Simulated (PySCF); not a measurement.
**Relaxation of singlet IO₂I**

Level of theory: PBE0 in PySCF with I def2-SVP with ECP28, O def2-SVP; scalar-relativistic core potentials, no spin–orbit coupling; density-fitted integrals. A (50,194) grid was used.

A start displaced from a saddle point along its imaginary mode, with no symmetry imposed:

Coordinates in bohr (charge 0 multiplicity 1):
```
I    -2.3298   -0.0548    0.1271
O    -2.1765    0.0748    3.5424
O    -5.6976    0.2268   -0.6352
I     3.3222    0.0168   -0.4936
```

Optimiser trace:
| step | E − E(last) (kJ/mol) | largest gradient (Eh/bohr) |
| --- | --- | --- |
| 0 | 106.57 | 0.01255 |
| 1 | 82.93 | 0.02611 |
| 2 | 77.65 | 0.03704 |
| 3 | 60.83 | 0.02881 |
| 4 | 38.22 | 0.01703 |
| 5 | 18.13 | 0.02250 |
| 6 | 2.64 | 0.01099 |
| 7 | 1.03 | 0.00629 |
| 8 | 0.26 | 0.00296 |
| 9 | 0.06 | 0.00085 |
| 10 | 0.01 | 0.00103 |
| 11 | 0.00 | 0.00045 |
| 12 | 0.00 | 0.00007 |

It ends at Cs with I–I 2.811 Å, I–O 1.804 Å (×2); I–I–O 103.6° (×2), O–I–O 110.8° (after a last refinement on a finer grid). The frequency run here used a shortcut that can spoil soft modes, so no verdict on minimum or saddle point is given. Other isomers or separated fragments may lie lower.

The relaxation took of the order of 5 core-minutes on a shared host.
